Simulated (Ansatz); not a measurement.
SiCl3(nBu) (C4H9Cl3Si), relaxed as a singlet with RKS PBE-D4/def2-SVP in Ansatz, starting from the GFN2-xTB geometry. Force threshold 0.02 eV/Å.

Another isomer (singlet) lies 0.02 eV lower at PBE0-D4/def2-TZVP; other spin states weren't run for this one.

Start:

Cartesian coordinates in Å:
```
C 0.428 0.869 0.039
C 0.262 -0.580 -0.433
C -0.130 -1.528 0.701
C -1.524 -1.260 1.257
Cl 1.192 3.934 -0.584
Cl 2.832 1.468 -2.026
Cl -0.285 2.075 -2.866
Si 1.027 2.056 -1.326
H 1.134 0.885 0.872
H -0.525 1.225 0.433
H -0.498 -0.623 -1.216
H 1.202 -0.925 -0.867
H -0.095 -2.551 0.319
H 0.604 -1.452 1.505
H -1.790 -2.023 1.985
H -1.573 -0.293 1.752
H -2.262 -1.277 0.458
```

```
step  energy (eV)  largest force component (eV/Å)  SCF passes
   1  -49702.7715                           1.395          20
   2  -49702.9329                           0.293          19
   3  -49702.9440                           0.097          20
   4  -49702.9448                           0.019          20
```

Force components are those of the run's own axes.

End:

Cartesian coordinates in Å:
```
C 0.4357 0.8785 0.0319
C 0.2802 -0.5814 -0.4272
C -0.1444 -1.5467 0.6909
C -1.5354 -1.2757 1.2701
Cl 1.1934 3.9735 -0.5685
Cl 2.8626 1.4500 -2.0341
Cl -0.3239 2.0667 -2.8849
Si 1.0166 2.0469 -1.3046
H 1.1700 0.9606 0.8644
H -0.5216 1.2951 0.4147
H -0.4614 -0.6247 -1.2556
H 1.2432 -0.9265 -0.8611
H -0.1099 -2.5820 0.2874
H 0.6145 -1.5151 1.5049
H -1.8101 -2.0350 2.0301
H -1.5967 -0.2839 1.7647
H -2.3127 -1.3003 0.4770
```

By distances, no bond broke or formed. The bond that changes most is Cl7–Si8, from 2.02 to 2.07 Å (atoms count from 1).

No frequencies were taken in this run, so the end may be a saddle point.

Run time 8.5 s (4 threads of Arm Neoverse V2 on a shared host).
